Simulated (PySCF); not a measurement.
# Au²⁺ (gold, charge +2) across methods

[Xe] 4f14 5d8 6s1, high-spin 4F determinant (an excited configuration). Computed with PySCF 2.14 in x2c-TZVPPall with one added diffuse shell each of s, p, d, f type (12s8p8d4f1g, 113 functions), with the spin-free X2C one-electron Hamiltonian (Gaussian nucleus). The B2PLYP total includes its PT2 part (frozen core); its orbital energies are those of the SCF part.

| method | E (hartree) | mean ε 5d α (eV) | mean ε 5d β (eV) | mean ε 6s α (eV) | Σ⟨r²⟩ (bohr²) | ⟨S²⟩ |
| --- | --- | --- | --- | --- | --- | --- |
| r2SCANh | -19013.25 | -32.233 | -30.526 | -25.340 | 45.04 | 3.752 |
| PBE0 | -19013.06 | -32.967 | -31.274 | -25.532 | 45.11 | 3.751 |
| r2SCAN | -19013.34 | -31.486 | -29.812 | -25.012 | 45.07 | 3.752 |
| B2PLYP | -19011.96 | -34.742 | -32.984 | -26.216 | 45.18 | 3.751 |
| PBE | -19013.30 | -30.952 | -29.388 | -24.701 | 45.25 | 3.751 |
| LDA | -19001.60 | -31.150 | -29.631 | -25.064 | 45.29 | 3.750 |
| UHF | -19007.66309 | -37.973 | -35.799 | -27.312 | 45.09 | 3.753 |

Task: Estimate the same row for M06-L.

Result: E (hartree) = -19012.68; mean ε 5d α (eV) = -31.243; mean ε 5d β (eV) = -29.719; mean ε 6s α (eV) = -24.321; Σ⟨r²⟩ (bohr²) = 45.14; ⟨S²⟩ = 3.751.

Spin-orbit coupling, absent here, splits the open shell strongly.
